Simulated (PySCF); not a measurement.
C₃H₇AlO₂ (SMILES C=[CH][Al]([OH])[O]C), singlet, geometry from GFN2-xTB (such geometries of metal compounds can be far from the true shape), with bond 11-10 at 2.4 times its length; CASCI(6,6)+NEVPT2/STO-3G (PySCF).

Input for PySCF:
```python
from pyscf import gto, scf, mcscf, mrpt
import numpy

mol = gto.M(
    atom='''
Al    0.22802626    0.46448795    0.35833426
C    -1.60028609    0.95936064   -0.22334597
C    -2.34579765    0.17910071   -0.99240863
H    -2.00589978    1.91211009    0.10363559
H    -3.34504136    0.44913024   -1.31103781
H    -1.98505753   -0.77664317   -1.34145455
O     1.01812266    1.54547346    1.31214400
H     1.51987135    2.12860418    1.86160046
O     0.82232935   -0.98981412   -0.15401745
C     1.27136298   -2.22489847   -0.61822315
H     0.95520131   -2.38121167   -3.21915602
H     2.33165781   -2.35598009   -0.38491508
H     0.70520787   -3.03218742   -0.14537467
''',
    basis='sto-3g',
    verbose=4,
)

mf = scf.RHF(mol)
mf.kernel()
mc = mcscf.CASCI(mf, 6, 6)
mc.fix_spin_(ss=0.0)
mc.kernel()
occ = numpy.linalg.eigvalsh(mc.fcisolver.make_rdm1(mc.ci, mc.ncas, mc.nelecas))[::-1]
ss = mc.fcisolver.spin_square(mc.ci, mc.ncas, mc.nelecas)[0]
print('natural occupations', occ.round(4), ' <S^2>', round(ss, 4))
e2 = mrpt.NEVPT(mc).kernel()
print('E(NEVPT2) = %.10f' % (mc.e_tot + e2))
```

It wrote (shortened):

```
PySCF version 2.14.0

[INPUT] verbose = 4
[INPUT] num. atoms = 13
[INPUT] num. electrons = 54
[INPUT] charge = 0
[INPUT] spin (= nelec alpha-beta = 2S) = 0
[INPUT] symmetry False subgroup None
[INPUT] Mole.unit = angstrom
[INPUT] Symbol           X                Y                Z      unit          X                Y                Z       unit  Magmom
[INPUT]  1 Al     0.228026260000   0.464487950000   0.358334260000 AA    0.430907180609   0.877755013661   0.677153612449 Bohr   0.0
[INPUT]  2 C     -1.600286090000   0.959360640000  -0.223345970000 AA   -3.024102431051   1.812928864287  -0.422062714325 Bohr   0.0
[INPUT]  3 C     -2.345797650000   0.179100710000  -0.992408630000 AA   -4.432915102148   0.338451290615  -1.875380514355 Bohr   0.0
[INPUT]  4 H     -2.005899780000   1.912110090000   0.103635590000 AA   -3.790601217525   3.613364390117   0.195842881858 Bohr   0.0
[INPUT]  5 H     -3.345041360000   0.449130240000  -1.311037810000 AA   -6.321212045743   0.848733147860  -2.477502399850 Bohr   0.0
[INPUT]  6 H     -1.985057530000  -0.776643170000  -1.341454550000 AA   -3.751215073206  -1.467642887814  -2.534981708052 Bohr   0.0
[INPUT]  7 O      1.018122660000   1.545473460000   1.312144000000 AA    1.923972988614   2.920521572184   2.479592795991 Bohr   0.0
[INPUT]  8 H      1.519871350000   2.128604180000   1.861600460000 AA    2.872140596073   4.022478927804   3.517915022764 Bohr   0.0
[INPUT]  9 O      0.822329350000  -0.989814120000  -0.154017450000 AA    1.553977255692  -1.870477601027  -0.291050798904 Bohr   0.0
[INPUT] 10 C      1.271362980000  -2.224898470000  -0.618223150000 AA    2.402527837111  -4.204448763264  -1.168272437366 Bohr   0.0
[INPUT] 11 H      0.955201310000  -2.381211670000  -3.219156020000 AA    1.805068869726  -4.499837900918  -6.083323230045 Bohr   0.0
[INPUT] 12 H      2.331657810000  -2.355980090000  -0.384915080000 AA    4.406194677103  -4.452157125028  -0.727384082415 Bohr   0.0
[INPUT] 13 H      0.705207870000  -3.032187420000  -0.145374670000 AA    1.332649735188  -5.730003782152  -0.274718311749 Bohr   0.0

nuclear repulsion = 269.458813197062
number of shells = 27
number of NR pGTOs = 123
number of NR cGTOs = 41
basis = sto-3g
ecp = {}

******** <class 'pyscf.scf.hf.RHF'> ********
method = RHF
initial guess = minao
damping factor = 0
level_shift factor = 0
DIIS = <class 'pyscf.scf.diis.CDIIS'>
diis_start_cycle = 1
diis_space = 8
diis_damp = 0
SCF conv_tol = 1e-09
SCF conv_tol_grad = None
SCF max_cycles = 50
direct_scf = True
direct_scf_tol = 1e-13
Set gradient conv threshold to 3.16228e-05
Initial guess from minao.
init E= -503.136735945902
  HOMO = -0.183084089343737  LUMO = -0.0738064381789233  gap/eV = 2.97360
cycle= 1 E= -502.45204323885  delta_E= 0.685  |g|= 0.697  |ddm|= 4.43
  HOMO = -0.105253873344112  LUMO = 0.124727093283496  gap/eV = 6.25810
cycle= 2 E= -502.595897688444  delta_E= -0.144  |g|= 0.368  |ddm|= 1.51
  HOMO = -0.136869957397442  LUMO = 0.142393229177294  gap/eV = 7.59914
cycle= 3 E= -502.643641694699  delta_E= -0.0477  |g|= 0.12  |ddm|= 0.786
  HOMO = -0.137285233808279  LUMO = 0.132368636449401  gap/eV = 7.33766
cycle= 4 E= -502.651364237875  delta_E= -0.00772  |g|= 0.0387  |ddm|= 0.312
  HOMO = -0.14591688021012  LUMO = 0.132165245373971  gap/eV = 7.56700
cycle= 5 E= -502.652152759343  delta_E= -0.000789  |g|= 0.00597  |ddm|= 0.0839
  HOMO = -0.146187569519015  LUMO = 0.131825790371038  gap/eV = 7.56513
cycle= 6 E= -502.652173293026  delta_E= -2.05e-05  |g|= 0.00184  |ddm|= 0.0121
  HOMO = -0.145888640738291  LUMO = 0.131598865452632  gap/eV = 7.55082
cycle= 7 E= -502.652176299048  delta_E= -3.01e-06  |g|= 0.000494  |ddm|= 0.00542
  HOMO = -0.146038477210367  LUMO = 0.13161572337231  gap/eV = 7.55536
cycle= 8 E= -502.652176525001  delta_E= -2.26e-07  |g|= 0.000109  |ddm|= 0.00161
  HOMO = -0.146052924860368  LUMO = 0.131593932489217  gap/eV = 7.55516
cycle= 9 E= -502.652176531253  delta_E= -6.25e-09  |g|= 3.42e-05  |ddm|= 0.000293
  HOMO = -0.14605080691743  LUMO = 0.13159293413644  gap/eV = 7.55507
cycle= 10 E= -502.652176531753  delta_E= -4.99e-10  |g|= 1.03e-05  |ddm|= 6.1e-05
  HOMO = -0.146047733339512  LUMO = 0.131594012527302  gap/eV = 7.55502
Extra cycle  E= -502.652176531797  delta_E= -4.42e-11  |g|= 6.26e-06  |ddm|= 2.62e-05
converged SCF energy = -502.652176531797

******** <class 'pyscf.mcscf.casci.CASCI'> ********
CAS (3e+3e, 6o), ncore = 24, nvir = 11
natorb = False
canonicalization = True
sorting_mo_energy = False
******** <class 'pyscf.fci.addons.SpinPenaltyFCISolver'> ********
max. cycles = 200
conv_tol = 1e-08
davidson only = True
linear dependence = 1e-12
level shift = 0.001
max iter space = 12
nroots = 1
pspace_size = 400
spin = None
Density matrix diagonal elements [1.99782418 1.96556608 1.32848995 0.66778721 0.03800027 0.00233231]
CASCI converged
CASCI E = -502.818684542372  E(CI) = -5.08161983887169  S^2 = 0.0000000
natural occupations [1.9979e+00 1.9656e+00 1.3316e+00 6.6850e-01 3.4600e-02 1.9000e-03]  <S^2> 0.0

******** <class 'pyscf.mrpt.nevpt2.NEVPT'> ********
NEVPT2 (3e+3e, 6o), ncore = 24, nvir = 11
root = 0
Natural occ [1.99792594e+00 1.96557251e+00 1.33155688e+00 6.68451933e-01
 3.45671859e-02 1.92554522e-03]
Natural orbital (expansion on meta-Lowdin AOs) in CAS space
               #1        #2        #3        #4        #5
0 Al 1s         -0.00097  -0.00003  -0.00009   0.00008  -0.00001
0 Al 2s          0.00653   0.00021   0.00056  -0.00044   0.00008
0 Al 3s          0.20691   0.00663   0.02622  -0.02802   0.00522
0 Al 2px         0.00239  -0.00053  -0.00028   0.00044  -0.00440
0 Al 2py        -0.00092  -0.00072   0.00134  -0.00155  -0.00501
0 Al 2pz         0.00056   0.00134  -0.00136   0.00175   0.00918
0 Al 3px        -0.12358  -0.01230   0.00469  -0.00925   0.22792
0 Al 3py         0.01342  -0.00924  -0.04769   0.05459   0.26076
0 Al 3pz        -0.04254   0.01919   0.09185  -0.09939  -0.47800
1 C 1s          -0.00044  -0.00002  -0.00013   0.00012   0.00000
1 C 2s           0.16282   0.00513   0.01321  -0.01054   0.00015
1 C 2px          0.43391  -0.23654   0.02465  -0.02220   0.19028
1 C 2py         -0.15270  -0.29727  -0.00025  -0.00813   0.22152
1 C 2pz          0.12226   0.54366  -0.00552   0.01632  -0.40856
2 C 1s           0.00084   0.00002   0.00002   0.00001  -0.00001
2 C 2s          -0.02785  -0.00125  -0.00029  -0.00207   0.00036
2 C 2px         -0.14328  -0.26664   0.00589  -0.00129  -0.22036
2 C 2py          0.02266  -0.30367   0.00792   0.00359  -0.25645
2 C 2pz         -0.05182   0.56166  -0.01454   0.00081   0.47447
3 H 1s          -0.16105  -0.00595  -0.00643   0.00300  -0.00004
4 H 1s           0.18113   0.00554   0.00374  -0.00180  -0.00059
5 H 1s          -0.11982  -0.00477  -0.00254   0.00344  -0.00060
6 O 1s           0.00075   0.00004   0.00027  -0.00028   0.00005
6 O 2s          -0.07859  -0.00325  -0.02090   0.02080  -0.00320
6 O 2px          0.49749   0.11425   0.01012  -0.00990  -0.06796
6 O 2py         -0.41486   0.12082   0.06681  -0.03963  -0.07796
6 O 2pz          0.16984  -0.22437  -0.04392   0.02398   0.14547
7 H 1s           0.07116   0.00330   0.01511  -0.01367   0.00245
8 O 1s           0.00086   0.00002   0.00029  -0.00041   0.00003
8 O 2s          -0.07235  -0.00176  -0.01225   0.02162  -0.00126
8 O 2px          0.31515   0.03784   0.08748  -0.06130  -0.05423
8 O 2py         -0.01947   0.01929  -0.05556   0.02574  -0.06821
8 O 2pz         -0.01252  -0.01868   0.38762  -0.27059   0.13129
9 C 1s          -0.00036  -0.00001  -0.00058   0.00132  -0.00023
9 C 2s           0.01232   0.00287   0.17846  -0.24911   0.02221
9 C 2px         -0.07872  -0.00925  -0.07631   0.08287  -0.01282
9 C 2py          0.05336  -0.00124   0.00469   0.01002  -0.01416
9 C 2pz          0.04788  -0.00619  -0.50393   0.58725  -0.02016
10 H 1s         -0.00150  -0.00030   0.71313   0.69050   0.00281
11 H 1s         -0.10050  -0.01187  -0.09895   0.08488   0.00351
12 H 1s          0.05330   0.01116  -0.09542   0.08015  -0.04218
               #6
0 Al 1s         -0.00127
0 Al 2s          0.00758
0 Al 3s          0.72294
0 Al 2px        -0.00021
0 Al 2py         0.00125
0 Al 2pz         0.00037
0 Al 3px         0.10641
0 Al 3py        -0.06023
0 Al 3pz         0.02258
1 C 1s           0.00293
1 C 2s          -0.21844
1 C 2px         -0.26094
1 C 2py          0.06391
1 C 2pz         -0.08631
2 C 1s          -0.00047
2 C 2s           0.01200
2 C 2px         -0.01617
2 C 2py          0.05669
2 C 2pz          0.02152
3 H 1s           0.05091
4 H 1s          -0.07121
5 H 1s           0.06493
6 O 1s           0.00424
6 O 2s          -0.28380
6 O 2px         -0.00517
6 O 2py          0.08672
6 O 2pz          0.04218
7 H 1s           0.24881
8 O 1s           0.00440
8 O 2s          -0.29029
8 O 2px          0.01630
8 O 2py         -0.06681
8 O 2pz         -0.03295
9 C 1s          -0.00132
9 C 2s           0.09883
9 C 2px         -0.07871
9 C 2py          0.22214
9 C 2pz          0.10475
10 H 1s          0.00173
11 H 1s         -0.01133
12 H 1s         -0.01477
<CAS-nat-orb|mo-hf>  25     25       0.99971145
<CAS-nat-orb|mo-hf>  26     26       0.99973811
<CAS-nat-orb|mo-hf>  27     27       0.99765524
<CAS-nat-orb|mo-hf>  28     28       0.99502598
<CAS-nat-orb|mo-hf>  29     29       0.99740536
<CAS-nat-orb|mo-hf>  30     30       0.99973059
Sr    (-1)',   E = -0.01723993938248
Si    (+1)',   E = -0.01366956630879
Sijrs (0)  ,   E = -0.11706416560437
Sijr  (+1) ,   E = -0.04969860995824
Srsi  (-1) ,   E = -0.02669947942933
Srs   (-2) ,   E = -0.00429049853773
Sij   (+2) ,   E = -0.00765819759834
Sir   (0)' ,   E = -0.03577470025371
Nevpt2 Energy = -0.272095157073000
E(NEVPT2) = -503.0907796994
```
